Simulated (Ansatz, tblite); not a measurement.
Forces on the cluster Sr2O2 at its PBE-D4/def2-TZVP geometry. Total charge 0; singlet.

In the def2 sets Sr takes a core potential; there is no spin–orbit coupling. The xTB rows come from tblite. The structure comes from a short search, and lower isomers may exist.

GFN1-xTB (tblite), largest force 0.61 eV/Å:

```xyz
4
positions Å, forces eV/Å
Sr   -0.435   -0.109    1.562   -0.164   -0.041    0.588
Sr    0.436    0.109   -1.562    0.164    0.041   -0.588
O    -0.539   -1.316   -0.242   -0.079   -0.193   -0.035
O     0.538    1.316    0.242    0.079    0.193    0.035
```

GFN2-xTB (tblite), largest force 0.56 eV/Å:

```
Sr -0.151 -0.038 0.541
Sr 0.151 0.038 -0.541
O -0.151 -0.370 -0.068
O 0.152 0.370 0.068
```

PBE0-D4/def2-TZVP (Ansatz), largest force 0.39 eV/Å:

```
Sr 0.104 0.026 -0.376
Sr -0.105 -0.026 0.375
O 0.087 0.211 0.039
O -0.086 -0.212 -0.039
```
